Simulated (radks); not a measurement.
Pd+, configuration [Ar] 3d10 4s2 4p5 4d9 5p1 (not the ground configuration).

Calculated with a radial shooting solver on a logarithmic mesh with Libxc functionals: scalar-relativistic Kohn-Sham, PBEsol, spin-unpolarised, spherical densities, finite nucleus; Fermi nuclear charge, rms radius 4.5318 fm.

Energy parts (hartree):
part                        energy
total                  -5040.84201
kinetic                 5228.05404
electron-nucleus      -12153.56221
Hartree                 2025.30150
exchange-correlation    -140.63533

Orbitals (lengths in bohr, moments of r in powers of bohr; <r^-3> diverges for s and p1/2; r(90%) holds 90 % of the orbital's charge):
orbital  occ.  eigenvalue (hartree)  <r^-3>  r(90%)      <r^4>
1s          2             -888.3280       -  0.0572  4.889e-06
2s          2             -130.3340       -   0.214  0.0008761
2p          6             -116.9572    3502   0.196  0.0006275
3s          2             -24.08821       -   0.559    0.04169
3p          6             -19.69032   618.0   0.570    0.04479
3d         10             -12.69672   84.14   0.567    0.04384
4s          2              -3.81601       -    1.36      1.501
4p          5              -2.54763   102.1    1.52      2.311
4d          9              -0.74517   8.346    2.17      9.941
5p          1              -0.29438   7.181    5.18      304.1

The highest occupied level is 5p at -8.011 eV. The density falls to 0.001 e/bohr^3 at r = 4.27 bohr. Summed over all electrons, <r^2> = 45.10 bohr^2, which gives a Langevin (diamagnetic) susceptibility term of -35.7 x 10^-6 cm^3/mol.
